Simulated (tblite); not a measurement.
`C=C[Si@@H](Cl)N1[SiH2]C[SiH2][SiH2]1`. Computed geometry: GFN2-xTB, gas phase.

```
atom  x, y, z in Å
C1     3.8808    0.0963    0.5595
C2     2.8460    0.3705   -0.2190
Si3    1.4928   -0.8479   -0.6771
Cl4    1.8120   -2.5734    0.3122
N5    -0.0736   -0.2607   -0.2312
Si6   -1.2711   -1.3825    0.3883
C7    -2.9402   -0.4720    0.3703
Si8   -2.7055    1.3815   -0.0201
Si9   -0.4474    1.4487   -0.4387
H10    4.0121   -0.8809    0.9954
H11    4.6395    0.8269    0.7962
H12    2.7584    1.3647   -0.6380
H13    1.5064   -1.1630   -2.1099
H14   -0.8966   -1.7631    1.7546
H15   -1.3027   -2.5506   -0.4991
H16   -3.4334   -0.6142    1.3287
H17   -3.5921   -0.9355   -0.3667
H18   -3.5726    1.7738   -1.1440
H19   -3.1526    2.1949    1.1227
H20    0.0282    1.8047   -1.7851
H21    0.4026    2.1989    0.5003
```

Task: How far are the heavy atoms from their best plane (unweighted least squares)?

Result: 0.369 Å rms; C1 0.67, C2 0.08, Si3 0.73, Cl4 0.01, N5 0.24, Si6 0.19, C7 0.26, Si8 0.14, Si9 0.22 Å (magnitudes).

Task: Which two atoms are farthest apart?

Result: H11···H17 and H11···H18, 8.498 Å down to 8.491 Å.

Task: Where is the centre of mass (commonest isotopes), and what is the radius of gyration?

Result: Mass 208.974 u; centre at (0.111, -0.357, -0.023) Å; Rg = √(Σ m r²/M) = 2.578 Å. As Ia + Ib + Ic = 2 Σ m r², the three principal moments sum to 2776.8 u·Å².

Task: Work out the bond lengths C1–H10, C2–Si3, N5–Si9, Si6–H15, Si8–H18 in Å.

Result: For C1–H10 the difference vector is (0.1313, -0.9772, 0.4359) Å, of length 1.0780 Å. C1–H10 1.078; C2–Si3 1.878; N5–Si9 1.762; Si6–H15 1.467; Si8–H18 1.473 Å.

Task: Give the dihedral angles H18–Si8–Si9–N5, N5–Si6–C7–H16, Si3–N5–Si6–C7, H16–C7–Si8–H19, Si9–N5–Si6–H14, Si3–N5–Si9–H21.

Result: H18–Si8–Si9–N5 -117° (anticlinal); N5–Si6–C7–H16 -132° (anticlinal); Si3–N5–Si6–C7 -167° (antiperiplanar); H16–C7–Si8–H19 5° (synperiplanar); Si9–N5–Si6–H14 -108° (anticlinal); Si3–N5–Si9–H21 -67° (synclinal). Dihedral signs follow IUPAC: positive where, seen along the central bond, the front bond turns clockwise onto the rear one.

Task: What are the angles N5–Si3–H13, N5–Si6–H15, Si8–C7–H17, C7–Si8–H19, N5–Si9–Si8, Si8–Si9–H21, N5–Si9–H21?

Result: From the scalar product of the two bond vectors; for N5–Si3–H13 it is -0.8452 Å² over 1.7313 × 1.4671 Å², cos θ = -0.3328. N5–Si3–H13 109.4°; N5–Si6–H15 108.1°; Si8–C7–H17 110.4°; C7–Si8–H19 109.9°; N5–Si9–Si8 99.1°; Si8–Si9–H21 117.8°; N5–Si9–H21 107.3°.

Task: How far apart are these pairs, which share no bond: Si3···Si8, N5···H18, Si9···H15, H10···H17, H12···H16?

Result: Si3···Si8 4.799 Å (3 bonds apart); N5···H18 4.149 Å (3 bonds apart); Si9···H15 4.090 Å (3 bonds apart); H10···H17 7.725 Å (7 bonds apart); H12···H16 6.791 Å (6 bonds apart).

Task: What is the repulsion energy of the bare nuclei, Σ ZA·ZB/RAB?

Result: 926.09 Eh over 210 pairs, with full nuclear charges and distances in bohr; the largest single term is 62.52 Eh (Si3 with Cl4).

Task: Write the matrix of distances between heavy atoms (Å, lower triangle).

Result: 
```
C1    0.000
C2    1.324  0.000
Si3   2.850  1.878  0.000
Cl4   3.387  3.165  2.014  0.000
N5    4.048  2.987  1.731  3.033  0.000
Si6   5.363  4.516  3.010  3.306  1.754  0.000
C7    6.847  5.877  4.571  5.196  2.937  1.901  0.000
Si8   6.736  5.646  4.799  6.013  3.109  3.141  1.909  0.000
Si9   4.643  3.472  3.016  4.674  1.762  3.062  3.249  2.298  0.000
```

GFN2-xTB frequencies show an imaginary mode (22i cm⁻¹), so the point is no minimum at that level. 3 starts were optimised and ended at 0.00, 0.54 and 0.77 kcal/mol (GFN2-xTB); the lowest of these is shown.
